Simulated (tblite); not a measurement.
Compound: C₆H₁₀NSi (doublet state).
Numbering: `[CH3:1][n:2]1[cH:3][cH:4][c:5]([CH2:6][SiH2:7])[cH:8]1` (hydrogens: H9, H10, H11 on C1; H12 on C3; H13 on C4; H14, H15 on C6; H16, H17 on Si7; H18 on C8)
Bond orders are those of one Lewis drawing.

Computed with GFN2-xTB (tblite), gas phase: L-BFGS steps from a force-field or distance-geometry start until the largest atomic force falls under 0.01 eV/Å.

Geometry at step 0:
```
atom  x, y, z in Å
C1     -2.7863   -0.0003   -0.7294
N2     -1.4832   -0.2191   -0.1893
C3     -1.0149   -1.4145    0.3268
C4      0.2725   -1.2132    0.7364
C5      0.6218    0.1336    0.4908
C6      1.9258    0.7959    0.7810
Si7     3.2139    0.6898   -0.5663
C8     -0.4886    0.7282   -0.0776
H9     -3.4175    0.4241    0.0599
H10    -3.2139   -0.9487   -1.0703
H11    -2.7172    0.6939   -1.5716
H12    -1.6547   -2.2957    0.3465
H13     0.8993   -1.9769    1.2021
H14     2.3487    0.3578    1.6977
H15     1.7466    1.8629    1.0138
H16     2.7827    1.3697   -1.8016
H17     3.6188   -0.7130   -0.8447
H18    -0.6625    1.7319   -0.4225
```

Question: What forces act on the atoms?

Answer: 
| atom | Fx (eV/Å) | Fy (eV/Å) | Fz (eV/Å) |
| --- | --- | --- | --- |
| C1 | -0.050 | 0.048 | 0.116 |
| N2 | 1.029 | -0.621 | 0.367 |
| C3 | -0.547 | 0.787 | -0.472 |
| C4 | 0.374 | -0.568 | 0.356 |
| C5 | -0.344 | 0.272 | -0.278 |
| C6 | -0.351 | 0.431 | 1.116 |
| Si7 | 0.296 | -0.536 | -0.989 |
| C8 | -0.197 | -0.829 | 0.021 |
| H9 | -0.236 | 0.034 | -0.226 |
| H10 | 0.045 | 0.185 | 0.056 |
| H11 | -0.143 | -0.053 | 0.093 |
| H12 | 0.384 | 0.455 | -0.005 |
| H13 | -0.235 | 0.480 | -0.275 |
| H14 | -0.139 | 0.045 | -0.130 |
| H15 | -0.031 | -0.366 | -0.082 |
| H16 | 0.109 | -0.090 | 0.189 |
| H17 | -0.072 | 0.426 | 0.076 |
| H18 | 0.110 | -0.100 | 0.067 |

The largest, 1.26 eV/Å, acts on N2 (C6 within 3 % of it); the rms over all components is 0.399 eV/Å. The forces sum to zero within rounding, as they must for an isolated molecule in no field.

Question: Give the force on N2 in Eh/bohr and in nN.

Answer: 1.257 eV/Å ÷ 51.422 = 0.02444 Eh/bohr, and 1.257 eV/Å × 1.602 = 2.01 nN.

Question: How far is this geometry from the end of the optimisation?

Answer: 0.117 eV above it, and 0.117 Å rms away after alignment. The bonds farthest from their final lengths, with half the difference of the two atoms' forces along the bond (positive lengthens):

```csv
bond,now (Å),final (Å),force along bond (eV/Å)
C6–Si7,1.867,1.906,+1.01
Si7–H17,1.486,1.459,-0.60
N2–C3,1.384,1.357,-1.03
C4–H13,1.092,1.073,-0.68
C6–H15,1.107,1.090,-0.54
C3–H12,1.089,1.073,-0.13
```

The angle farthest from its final value is C5–C6–Si7, 116.0° against 107.7°.

Of the 6 listed bonds off by 0.010 Å or more, this force points towards the final length in 6.

The cost below is that of the whole relaxation. Hardware: Intel Xeon at 2.50 GHz, one thread (shared host). Cost: 1.2 s wall.
